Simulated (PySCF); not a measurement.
Compound: C4H11AlCl3N.
Z-matrix (Å and degrees, PBE0-D3(BJ)/def2-SVP geometry), rows numbered from 1:
```
C 
N   1  1.4706
C   2  1.4705  1  109.96
C   2  1.4705  1  110.41  3   121.44
Al  2  2.0665  1  110.86  3  -115.41
C   5  2.0293  2  107.77  1   -60.88
Cl  6  1.7976  5  102.39  2  -179.94
Cl  6  1.7948  5  114.60  2   -62.95
Cl  6  1.7937  5  114.58  2    63.06
H   1  1.1036  2  110.38  3   -60.20
H   1  1.0975  2  109.70  3   178.85
H   1  1.0983  2  109.40  3    60.25
H   3  1.0988  2  109.49  1  -178.58
H   3  1.1037  2  110.53  1    61.04
H   3  1.0986  2  109.51  1   -59.39
H   4  1.1035  2  110.39  1   -61.26
H   4  1.0983  2  109.39  1   178.28
H   4  1.0975  2  109.69  1    59.70
H   5  1.5961  2  100.03  1  -177.78
H   5  1.5959  2  100.11  1    55.99
```

The closed-shell ground state was solved at several levels (PySCF, density fitting, gas phase, non-relativistic).

| level | basis functions | HOMO (eV) | LUMO (eV) | gap (eV) | dipole (D) |
| --- | --- | --- | --- | --- | --- |
| B3LYP/def2-SVPD | 293 | -7.20 | -0.81 | 6.39 | 6.44 |
| PBE0/pcSseg-1 | 236 | -7.41 | -0.45 | 6.96 | 6.71 |

**Question.** Estimate the row for KT2/pcSseg-1, a basis of 236 functions; the other rows only guide the guess.

**Answer.** HOMO -6.25 eV, LUMO -1.71 eV, gap 4.54 eV, dipole 6.47 D.

**Question.** Over all these levels, which gives the widest orbital gap and which the narrowest?

**Answer.** PBE0/pcSseg-1 (global hybrid, 25 % exact exchange) has the widest, 6.96 eV, and KT2/pcSseg-1 (GGA) the narrowest, 4.54 eV. The two share the basis. From the narrowest to the widest the HOMO moves by -1.16 eV and the LUMO by +1.26 eV.

**Question.** How far do the dipole and the HOMO energy spread over the levels?

**Answer.** The dipole runs from 6.44 to 6.71 D (mean 6.54 D) and the HOMO from -7.41 to -6.25 eV.
